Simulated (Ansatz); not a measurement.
Two structures of C$_{2}$H$_{10}$Ge, singlet, reached by relaxing down either side of one saddle point (PBE0-D4/def2-TZVP). Energies are electronic, without zero-point energy. Ansatz 0.2.0; basis: def2-TZVPP and def2-QZVPP; cores frozen in the correlated methods. Filled d shells of the heavier atoms are correlated. The def2 sets are not built for correlating such inner shells, so the correlated values are less sure here. Extrapolation: Hartree–Fock as exp(−7.88 √X), correlation as X^−2.97. First:

Ge1  (-0.988, -1.411, -0.034)
H2  (-0.099, -1.589, -1.278)
H3  (-1.782, -2.711, 0.188)
H4  (-1.987, -0.271, -0.306)
C5  (0.103, -1.007, 1.534)
H6  (1.539, 1.202, -0.988)
C7  (0.763, 1.955, -1.123)
H8  (-0.531, -0.880, 2.412)
H9  (0.804, -1.819, 1.725)
H10  (0.668, -0.088, 1.375)
H11  (0.324, 2.207, -0.157)
H12  (1.199, 2.849, -1.567)
H13  (-0.012, 1.562, -1.781)
(Å)

Second:

Ge1  (-1.000, -0.007, 0.038)
H2  (1.519, -1.670, -1.593)
H3  (-1.155, -1.146, -0.994)
H4  (-2.416, 0.415, 0.487)
C5  (0.012, -0.653, 1.580)
H6  (2.249, -1.540, -1.505)
C7  (-0.094, 1.512, -0.793)
H8  (-0.494, -1.500, 2.046)
H9  (1.009, -0.972, 1.270)
H10  (0.117, 0.139, 2.322)
H11  (0.010, 2.328, -0.076)
H12  (0.902, 1.218, -1.130)
H13  (-0.658, 1.875, -1.652)
(Å)

Which bonds change from the first to the second?

CH₆Ge ([CH3][GeH3]) + CH₄ → C₂H₈Ge ([CH3][GeH2][CH3]) + H₂; bonds formed: Ge1–C7, H2–H6; bonds broken: Ge1–H2, H6–C7.

Give the saddle point's structure and its height above each. (To be estimated.)

By the calculation: 3.878 eV above the first and 3.477 eV above the second (CCSD(T) at an estimated basis limit (MP2 extrapolated from triple and quadruple zeta, plus CCSD(T) − MP2 in triple zeta)).
```xyz
13
angstrom
Ge -0.5975 -0.4669 -0.0876
H 1.0837 -0.9400 -0.8228
H -1.2174 -1.4490 -1.0938
H -1.7631 0.5348 0.2904
C 0.0955 -1.0597 1.6340
H 0.7554 0.1515 -0.9969
C 0.2286 1.4176 -1.1162
H -0.7207 -1.1055 2.3582
H 0.5802 -2.0297 1.5373
H 0.8319 -0.3343 1.9841
H 0.2234 2.0662 -0.2401
H 1.1403 1.6119 -1.6984
H -0.6401 1.6033 -1.7479
```

No T1 diagnostic of these runs exceeds 0.011.

Labels in which every atom is bracketed show which atoms are joined, not bond orders.

For scale, one of the runs: CCSD(T)/def2-TZVPP, 250 basis functions, launched by `ansatz run in.yaml --threads 8 --pin off --events-out ev --progress --plain --max-ram 19148MiB`. Hardware: 8 CPU threads of an Arm Neoverse V1, shared host. Wall time 95 s; peak host memory 5.4 GiB.
